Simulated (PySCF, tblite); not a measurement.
C5H13ClSSi2.
Atom-mapped SMILES: `[CH3:1][C:2](=[S:3])[C@H:4]([Cl:5])[SiH2:6][CH2:7][CH2:8][SiH3:9]` (hydrogens: H10, H11, H12 on C1; H13 on C4; H14, H15 on Si6; H16, H17 on C7; H18, H19 on C8; H20, H21, H22 on Si9)

Geometry (GFN2-xTB, Å), atoms numbered from 1 in this order:
```xyz
22
C5H13ClSSi2 angstrom
C      3.3300   -0.4548   -0.9482
C      2.4750    0.4565   -0.1439
S      2.0288    1.9262   -0.7034
C      1.9528   -0.0026    1.1407
Cl     2.9650   -1.2427    1.9313
Si     0.2203   -0.8683    0.9233
C     -1.0470    0.3614    0.2384
C     -2.3762   -0.3109   -0.1090
Si    -3.6528    0.9266   -0.7935
H      2.8793   -1.4454   -1.0079
H      4.2995   -0.5705   -0.4604
H      3.4816   -0.0517   -1.9460
H      1.8494    0.8231    1.8421
H     -0.1224   -1.3429    2.2646
H      0.4607   -1.9951    0.0166
H     -0.6511    0.8550   -0.6520
H     -1.2274    1.1558    0.9666
H     -2.7712   -0.8070    0.7790
H     -2.1977   -1.1009   -0.8397
H     -3.1047    1.5575   -1.9943
H     -3.9170    1.9428    0.2265
H     -4.8854    0.2074   -1.1172
```

Theory: PBE0/pcSseg-1 in PySCF (dipole) on a GFN2-xTB geometry, gas phase.

Take the most abundant isotopes and a rigid rotor. The values belong to one conformer with, in the numbering `[CH3:1][C:2](=[S:3])[C@H:4]([Cl:5])[SiH2:6][CH2:7][CH2:8][SiH3:9]`, C1–C2–C4–Cl5 27°, C2–C4–Si6–C7 -62°, C4–Si6–C7–C8 173°, Si6–C7–C8–Si9 180°.

Q: What are A, B and C (MHz)?

A: Ia = 400.93, Ib = 1307.78, Ic = 1589.65 u·Å²; 505379 MHz·u·Å²/I gives A = 1261, B = 386.4, C = 317.9 MHz.

Q: What kind of rotor is it?

A: An asymmetric top. Ray's parameter κ = (2B − A − C)/(A − C) = -0.855; −1 is the prolate and +1 the oblate limit.

Q: What does the inertial defect say?

A: Not planar: Δ = Ic − Ia − Ib = -119.06 u·Å². For a rigid frame Δ = −2 Σ m c², so Σ m c² = 59.53 u·Å² lies off the ab plane: 21.52 from hydrogen and 38.01 from heavier atoms. The atom farthest from that plane is 2.08 Å away.

Q: Give the other two planar moments, Paa and Pbb, and the rms extents of the mass along the axes.

A: Paa = Σ m a² = (Ib + Ic − Ia)/2 = 1248.25 and Pbb = Σ m b² = (Ia + Ic − Ib)/2 = 341.40 u·Å². With the mass M = 196.00 u, the rms extents √(P/M) along a, b and c are 2.52, 1.32, 0.55 Å.

Q: Where do the levels up to J = 3 lie, in cm⁻¹?

A: Above 0(0,0):
J = 1: 1(0,1) 0.0235, 1(1,1) 0.0527, 1(1,0) 0.0549
J = 2: 2(0,2) 0.0704, 2(1,2) 0.0974, 2(1,1) 0.1042, 2(2,1) 0.1917, 2(2,0) 0.1918
J = 3: 3(0,3) 0.1403, 3(1,3) 0.1643, 3(1,2) 0.1780, 3(2,2) 0.2622, 3(2,1) 0.2628, 3(3,1) 0.4137, 3(3,0) 0.4137
The levels of one J sum to (2J + 1)J(J + 1)(A + B + C)/3.

Q: Which types of transition are allowed, and where do some lines up to J = 4 fall?

A: The dipole components are |μa| = 0.67 D, |μb| = 1.29 D, |μc| = 0.89 D. Intensities carry the squares of the components, which stand as 0.27 : 1.00 : 0.48 (a : b : c). Some lines, for components of 0.1 D or more:

| type | branch | J(Ka,Kc) | MHz | lower level (cm⁻¹) |
| --- | --- | --- | --- | --- |
| b | R | 4(1,3) ← 3(2,2) | 424 | 0.262 |
| c | Q | 4(1,4) ← 4(0,4) | 613 | 0.233 |
| a | R | 1(0,1) ← 0(0,0) | 704 | 0.000 |
| c | Q | 3(1,3) ← 3(0,3) | 720 | 0.140 |
| c | Q | 2(1,2) ← 2(0,2) | 809 | 0.070 |
| b | R | 3(0,3) ← 2(1,2) | 1288 | 0.097 |
| a | R | 2(0,2) ← 1(0,1) | 1405 | 0.023 |
| b | R | 1(1,1) ← 0(0,0) | 1578 | 0.000 |
| b | R | 2(1,2) ← 1(0,1) | 2214 | 0.023 |
| b | Q | 3(2,1) ← 3(1,2) | 2541 | 0.178 |
| a | R | 4(2,3) ← 3(2,2) | 2814 | 0.262 |
| a | R | 4(3,2) ← 3(3,1) | 2825 | 0.414 |
| c | R | 2(2,0) ← 1(1,0) | 4103 | 0.055 |
| b | Q | 4(3,1) ← 4(2,2) | 4498 | 0.358 |
| b | R | 3(2,2) ← 2(1,1) | 4735 | 0.104 |
| c | R | 3(2,1) ← 2(1,1) | 4755 | 0.104 |
| c | R | 3(2,2) ← 2(1,2) | 4941 | 0.097 |
| b | R | 3(2,1) ← 2(1,2) | 4960 | 0.097 |
| b | R | 4(2,3) ← 3(1,2) | 5336 | 0.178 |
| b | R | 4(2,2) ← 3(1,3) | 5805 | 0.164 |
| c | Q | 4(4,1) ← 4(3,1) | 6351 | 0.508 |
| c | R | 4(3,2) ← 3(2,2) | 7369 | 0.262 |
| b | R | 4(4,1) ← 3(3,0) | 9176 | 0.414 |
| b | R | 4(4,0) ← 3(3,1) | 9177 | 0.414 |

Q: Estimate the classical rotational partition function at 10 K, 200 K and 500 K.

A: Point group C1, symmetry number σ = 1; q = (√π/σ)·√((kT/h)³/(ABC)), k/h = 20836.6 MHz/K: 13500 at 10 K, 1210000 at 200 K, 4790000 at 500 K.

Its GFN2-xTB frequencies are all real (lowest 26 cm⁻¹). These are rigid-rotor constants of the computed structure; measured ground-state constants (B0) also hold zero-point vibration. A rigid rotor knows nothing of internal rotation, which can split or shift real lines. Quadrupole hyperfine structure (35Cl) is left out.

Hardware: one thread, Arm Neoverse V2 (aarch64), on a shared host. Cost: 90 s (grids of density and orbitals included), 1.1 GiB resident at most. This is the PBE0/pcSseg-1 job that gave the dipole, with the shieldings it also computed.
